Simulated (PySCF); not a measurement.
# How methods differ on the ionisation energy of Ho

Ho [Xe] 4f11 6s2 (high-spin determinant) → Ho⁺ [Xe] 4f11 6s1 (high-spin determinant), as a difference of total energies. Computed with PySCF 2.14 in ANO-RCC-VTZP, with the spin-free X2C one-electron Hamiltonian (Gaussian nucleus). Correlated levels: valence: [Kr] 4d10 frozen; valence and next inner shell: [Ar] 3d10 frozen. The calculations carry no spin-orbit coupling.

```
           method  ionisation energy (eV)
              UHF                   4.933
              LDA                   6.231
              PBE                   6.013
             PBE0                   5.881
           r2SCAN                   5.768
    MP2 (valence)                   5.865
SCS-MP2 (valence)                   5.873
```

Estimate what SCS-MP2 (valence and next inner shell) gives.

5.883 eV, closest to PBE0 among the rows shown.

Estimate what MP2 (valence and next inner shell) gives.

5.885 eV, closest to PBE0 among the rows shown.

Errors of the correlated levels include the incompleteness of this basis and the frozen core.

The determinant of Ho and of Ho⁺ mixes LS terms, which raises its energy above the lowest term, most at the Hartree-Fock and MP2 levels.

For comparison: 6.021 eV (measured; NIST Atomic Spectra Database, ionization energies).
